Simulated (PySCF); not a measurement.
# Interval between two levels of Tc by level of theory

Tc [Kr] 4d5 5s2 [6S5/2, M_J = 5/2] → Tc [Kr] 4d5 5s1 5p1 [8P9/2, M_J = 9/2], as a difference of total energies. Calculation: PySCF 2.14, in x2c-TZVPall-2c with one added diffuse shell each of s, p, d type (9s10p8d1f, 86 functions); the two-component X2C-1e Hamiltonian. Correlated levels: [Ar] 3d10 frozen; the 6 highest virtual spinors dropped. "Screened" scales the spin-orbit matrix elements by Boettger's factors to mimic the two-electron term; Breit and QED terms are absent.

```
                    method  interval between two levels (cm⁻¹)
           GHF (spin-free)                              6796.1
          GMP2 (spin-free)                               14162
 GHF (screened spin-orbit)                              7237.1
GMP2 (screened spin-orbit)                               14633
```

The spin-free rows relax to the high-spin LS determinant and lack the spin-orbit shift.

Errors of the correlated levels include the incompleteness of this basis and the frozen core.

The labels give the starting determinants; with spin-orbit coupling the two ends relaxed to ⟨J²⟩ = 8.79, ⟨L²⟩ = 0.02, ⟨S²⟩ = 8.78 and ⟨J²⟩ = 24.76, ⟨L²⟩ = 2.03, ⟨S²⟩ = 15.74.

For comparison: 17523 cm⁻¹ (measured; NIST Handbook of Basic Atomic Spectroscopic Data (Sansonetti and Martin, J. Phys. Chem. Ref. Data 34, 1559 (2005))).
